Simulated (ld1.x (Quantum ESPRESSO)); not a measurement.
**Pb (Z = 82): PAW pseudisation with LDA (PZ), fully relativistic reference atom.**

lead (Pb), PAW, made with ld1.x (Quantum ESPRESSO) 7.5 (LDA (PZ), fully relativistic). Core [Xe] 4f14, reference 5d10 6s1 6p3. Waves: 6s (bound): rcut 2.20, rcutus 3.00 bohr; 6s channel at -0.25 Ry: rcut 2.20, rcutus 3.00 bohr; 6p (bound): rcut 2.30, rcutus 2.80 bohr; 6p channel at 3.9 Ry: rcut 2.30, rcutus 2.80 bohr; 5d (bound): rcut 1.00, rcutus 1.20 bohr; 5d channel at 2.95 Ry: rcut 1.00, rcutus 1.20 bohr. Local part: all-electron potential smoothed inside 2.65 bohr (lloc = -2). Core correction: Bessel-smoothed model core inside 1.15 bohr. Augmentation charge: PSQ, inside the norm-conserving radii.

Open shells are filled in proportion to 2j + 1 (rel_dist='average').

Poles of the logarithmic derivatives, all-electron (AE) and pseudo (PS). s: poles at -0.6, 4.5 (AE) and -0.6, 2.8 (PS) Ry. p1/2: poles at 0.3 (AE) and 0.3 (PS) Ry. p3/2: poles at 0.8 (AE) and 0.7 (PS) Ry. d3/2: poles at -1.8, 2.5 (AE) and -1.8, 2.5 (PS) Ry. d5/2: poles at -1.6, 2.6 (AE) and -1.6, 2.6 (PS) Ry. Test radius 3.24 bohr.

* Largest excitation error: +16 meV (all-electron minus pseudo) for 5d9 6s2 6p2, out of 7 test configurations
* Density cutoff estimated by the generator: 406 Ry

The ghost test of this file was not conclusive.
